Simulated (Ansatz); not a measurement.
Two members of one family (Cage-LiF), computed with Ansatz in the gas phase. The two geometries come from different levels. Binding counts from free atoms in the multiplicity of their measured ground term, without zero-point energy. The structures are stationary points that may keep the symmetry of their start.

First: (LiF)9 cage of four- and six-membered rings, n = 9, cage 1 (singlet, charge 0, PBE-D4/def2-SVP geometry).

```xyz
18

Li    1.1498   -0.3166    2.1800
F    -0.4498    0.5035    2.3323
Li   -1.1155   -1.1111    1.7613
F     0.4790   -1.9598    1.7783
Li    1.4862   -1.8129    0.2861
F     2.2877   -0.2357    0.7814
Li    2.0184    1.2085   -0.2135
F     0.9271    2.4843    0.4528
Li   -0.5828    1.9100    1.2604
F    -1.5759    1.8264   -0.2827
Li   -0.0126    2.2346   -1.0860
F     1.1627    1.0880   -1.8341
Li   -2.2040    0.2538   -0.8093
F    -2.0812   -1.2213    0.2772
F     0.6572   -1.9608   -1.2742
Li    0.3976   -0.4479   -2.2845
F    -1.4057   -0.5244   -2.2312
Li   -1.1383   -1.9187   -1.0944
```

```tsv
level	HOMO (eV)	LUMO (eV)	gap (eV)	binding per atom (eV)
PBE-D4/def2-SVP	-7.40	-0.77	6.62	4.28
PBE-D4/def2-TZVP	-7.63	-0.80	6.83	4.06
r2SCAN-D4/def2-TZVP	-8.07	-0.19	7.88	4.03
B3LYP-D4/6-31G	-9.25	-0.51	8.73	4.17
PBE0-D4/def2-TZVP	-9.63	-0.17	9.46	3.94
```

Second: (LiF)11 cage of four- and six-membered rings, n = 11, cage 1 (singlet, charge 0, r2SCAN-D4/def2-SVP geometry).

```
atom   x (Å)   y (Å)   z (Å)
 Li1  -1.209  -2.880   0.482
  F2  -0.473  -2.412  -1.066
 Li3  -1.900  -1.293  -1.198
  F4  -2.720  -1.900   0.268
 Li5  -2.185  -1.062   1.755
  F6  -0.730  -2.133   2.031
 Li7   0.802  -1.267   1.970
  F8   1.840  -1.264   0.491
 Li9   1.117  -1.610  -1.111
 F10   1.304  -0.316  -2.320
Li11  -0.114   0.814  -2.458
 F12  -1.558   0.439  -1.475
Li13  -1.663   1.422   0.023
 F14  -1.861   0.661   1.651
Li15  -0.305   1.485   2.051
 F16   1.105   0.472   2.356
Li17   2.243   0.435   0.954
 F18  -0.308   2.494   0.555
Li19   2.214   1.160  -1.933
 F20   0.844   2.307  -2.246
Li21   1.049   2.758  -0.527
 F22   2.508   1.689  -0.253
```

Q: What does the change do? Estimate second minus first.

A: 
```tsv
level	Δ HOMO (eV)	Δ LUMO (eV)	Δ gap (eV)	Δ binding per atom (eV)
PBE-D4/def2-SVP	0.03	-0.01	-0.04	0.03
PBE-D4/def2-TZVP	0.03	-0.01	-0.04	0.02
r2SCAN-D4/def2-TZVP	0.04	-0.02	-0.06	0.02
B3LYP-D4/6-31G	0.02	0.00	-0.02	0.03
PBE0-D4/def2-TZVP	0.04	-0.01	-0.04	0.02
```
